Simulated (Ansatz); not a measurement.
`FB(F)C1CO1`, charge 0, multiplicity 1.

(1) Give a relaxed structure at PBE0-D4/def2-TZVP (Ansatz 0.2.0). (An estimate is asked.)

## Answers

(1) Ansatz gave: 
```xyz
9

F    -1.383   -0.424   -1.578
B    -1.346   -0.229   -0.277
F    -2.400   -0.595    0.427
C    -0.093    0.373    0.419
C     1.247   -0.091    0.002
O     0.780    1.165   -0.394
H    -0.181    0.723    1.446
H     1.336   -0.831   -0.791
H     2.040   -0.091    0.745
```
This is one stationary point; other conformers may exist.
